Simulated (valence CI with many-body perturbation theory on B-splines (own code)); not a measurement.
# Hyperfine factors and g values of Mo XXXVIII

Computed by relativistic CI+MBPT: three valence electrons over a frozen Dirac-Fock core [He], radial functions for each j: 11 s, 11 p, 9 d, 7 f, 5 g, 2 h, 1 i, with the one-electron correlation potential Σ1, the two-electron term Σ2, the three-electron term Σ3, Breit, model QED; selected CI, second order for the rest (own B-spline code, finite nucleus).

The last digits are not significant, and no measured levels were compared; by estimate large intervals hold to a few tenths of a per cent, small ones and those within an open d or f shell to about a per cent.

A/g_I is the dipole constant over the nuclear g factor μ/I (μ in nuclear magnetons, uniformly magnetised nucleus), B/Q the quadrupole constant per barn. Both hold the static response of the core; the bare values leave it out. Large factors of s and p1/2 electrons are usually good to 5 to 10 %; those of open d and f shells near neutrality can be off by tens of per cent, and small factors of p3/2, d and f electrons come from cancelling terms and can be off by a factor of two or in sign, in half-filled shells by more. B is blank for J = 1/2, where it vanishes, and for nearly pure S terms. Energies count from the lowest level.

Levels are named by their leading jj configuration (3d3/2^4 stands for four electrons in 3d with j = 3/2), which in mixed levels can hold well under half, so a name can repeat and another be missing. Letters in brackets count levels of one name in rising energy.

```csv
Level,E (Ry),g,A/g_I (MHz),A/g_I bare,B/Q (MHz/b),B/Q bare
(2s^2 2p1/2) J=1/2,0.00,0.651,818000,811000,,
(2s 2p1/2^2) J=1/2,8.16,2.365,2250000,2220000,,
(2s^2 2p3/2) J=3/2,8.78,1.323,139000,143000,260000,260000
(2s 2p1/2 2p3/2) J=3/2 [a],14.63,1.687,654000,651000,207000,208000
(2s 2p1/2 2p3/2) J=5/2,16.33,1.413,736000,732000,69300,69500
(2s 2p1/2 2p3/2) J=3/2 [b],19.17,0.928,-9770,-2010,216000,217000
(2s 2p1/2 2p3/2) J=1/2,19.57,1.136,-514000,-498000,,
(2s 2p3/2^2) J=5/2,24.82,1.364,639000,634000,190000,191000
(2p1/2^2 2p3/2) J=3/2,28.38,1.442,108000,120000,210000,210000
(2s 2p3/2^2) J=1/2,28.82,1.801,2480000,2430000,,
(2s 2p3/2^2) J=3/2,28.91,1.220,-313000,-297000,-113000,-113000
(2p1/2 2p3/2^2) J=3/2,35.62,1.393,3560,14300,70100,70300
(2p1/2 2p3/2^2) J=5/2,36.75,1.189,267000,272000,-1390,-1390
(2p1/2 2p3/2^2) J=1/2,38.89,0.651,820000,809000,,
(2p3/2^3) J=3/2,46.34,1.269,137000,144000,-278000,-279000
(2s^2 3s) J=1/2,217.55,1.997,742000,732000,,
(2s^2 3p1/2) J=1/2,220.54,0.669,232000,230000,,
(2s^2 3p3/2) J=3/2,222.95,1.356,218000,217000,67600,67800
(2s 2p1/2 3s) J=1/2 [a],223.40,2.451,1470000,1450000,,
(2s 2p1/2 3s) J=3/2,224.56,1.587,1140000,1130000,-77100,-77300
(2s 2p1/2 3s) J=1/2 [b],225.39,0.747,1160000,1140000,,
(2s^2 3d3/2) J=3/2,225.58,0.803,65300,64600,14600,14800
(2s 2p1/2 3p1/2) J=1/2 [a],225.95,0.241,-167000,-162000,,
(2s^2 3d5/2) J=5/2,226.36,1.197,14300,14200,20400,20700
(2s 2p1/2 3p1/2) J=3/2,226.95,1.165,1100000,1090000,-75900,-76100
(2s 2p1/2 3p1/2) J=1/2 [b],228.30,2.107,2450000,2410000,,
(2s 2p1/2 3p3/2) J=3/2 [a],229.03,1.424,159000,158000,65600,65700
(2s 2p1/2 3p3/2) J=1/2,229.85,1.209,-912000,-897000,,
(2s 2p1/2 3p3/2) J=5/2,230.00,1.363,658000,650000,-3140,-3170
(2s 2p1/2 3p3/2) J=3/2 [b],230.27,1.238,360000,357000,73300,73400
(2s 2p1/2 3d3/2) J=3/2 [a],230.82,0.532,-234000,-229000,23600,23800
(2s 2p1/2 3d3/2) J=5/2,231.66,1.092,392000,387000,-16400,-16200
(2s 2p3/2 3s) J=5/2,231.89,1.499,642000,636000,162000,163000
(2s 2p1/2 3d5/2) J=5/2 [a],232.49,1.411,491000,485000,90600,91000
(2s 2p1/2 3d3/2) J=1/2,232.56,0.361,-1000000,-987000,,
(2s 2p1/2 3d3/2) J=3/2 [b],232.56,1.289,429000,422000,43800,43900
(2s 2p1/2 3d5/2) J=7/2,232.95,1.260,465000,459000,-66300,-66300
(2s 2p3/2 3s) J=3/2 [a],233.16,1.389,807000,801000,182000,183000
(2s 2p1/2 3d5/2) J=3/2,233.67,1.008,-352000,-347000,4080,4230
(2s 2p1/2 3d5/2) J=5/2 [b],233.76,1.040,89300,88800,70600,71000
```

Task: Take the isotope of mass number 95, with I = 5/2, μ = -0.9132 μN and Q = -0.022 b. What is the hyperfine structure of (2s 2p1/2 2p3/2) J=3/2 [a]?

Result: From the table A = -239000 MHz, B = -4560 MHz. Shifts from the centre of gravity in MHz: F = 1: 1250000, F = 2: 777000, F = 3: 62300, F = 4: -897000.
